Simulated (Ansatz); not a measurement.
GeMe2 (C₂H₆Ge), 9 atoms. Hardware: 2 threads of Arm Neoverse V2 on a shared host.

Correlated methods freeze 11 core orbitals; core or outer-core shells of Ge are correlated, in sets that lack core-valence functions.

**Question.** How many basis functions does each of these Ansatz runs have, and roughly what does it cost? PBE0-D4/def2-TZVP, charge 0 singlet, energy, from earlier orbitals; BLYP-D4/def2-TZVP, charge 0 singlet, energy, from earlier orbitals; r2SCAN-D4/def2-TZVP, charge 0 singlet, energy, from earlier orbitals; PBE-D4/def2-TZVP, charge 0 singlet, energy and forces, from earlier orbitals; CCSD(T)/def2-TZVP, charge 0 singlet, energy, from earlier orbitals; PBE-D4/def2-SVP, charge 0 singlet, energy, from earlier orbitals; PBE0-D4/def2-SVP, charge 0 singlet, energy, from earlier orbitals; r2SCAN0-D4/def2-TZVP, charge 0 singlet, energy, from earlier orbitals; B3LYP-D4/def2-TZVP, charge 0 singlet, relaxation, 4 steps; RPA@PBE/def2-TZVP, charge 0 singlet, energy, from earlier orbitals; LC-ωPBE/def2-TZVP, charge 0 singlet, energy, from earlier orbitals; PBE0-D4/def2-SVP, charge 0 singlet, energy with a search over starts.

**Answer.** Other jobs shared the machine, so times can vary by a factor of up to 3. A dash marks memory too small to be measured apart from the calling script's.

```tsv
run	functions	fitting or Cholesky vectors	wall time	peak host memory (GiB)
PBE-D4/def2-SVP, charge 0 singlet, energy, from earlier orbitals	90	1015	1.1 s	–
PBE0-D4/def2-SVP, charge 0 singlet, energy, from earlier orbitals	90	922	1.4 s	–
BLYP-D4/def2-TZVP, charge 0 singlet, energy, from earlier orbitals	146	982	1.7 s	–
PBE0-D4/def2-SVP, charge 0 singlet, energy with a search over starts	90	922	1.9 s	–
PBE-D4/def2-TZVP, charge 0 singlet, energy and forces, from earlier orbitals	146	982	2.1 s	–
LC-ωPBE/def2-TZVP, charge 0 singlet, energy, from earlier orbitals	146	982	2.3 s	–
PBE0-D4/def2-TZVP, charge 0 singlet, energy, from earlier orbitals	146	1025	2.5 s	–
RPA@PBE/def2-TZVP, charge 0 singlet, energy, from earlier orbitals	146	1019	3.4 s	–
r2SCAN-D4/def2-TZVP, charge 0 singlet, energy, from earlier orbitals	146	982	3.9 s	–
r2SCAN0-D4/def2-TZVP, charge 0 singlet, energy, from earlier orbitals	146	1025	4.2 s	–
B3LYP-D4/def2-TZVP, charge 0 singlet, relaxation, 4 steps	146	1013	9 s	–
CCSD(T)/def2-TZVP, charge 0 singlet, energy, from earlier orbitals	146	1019	27 s	0.98
```
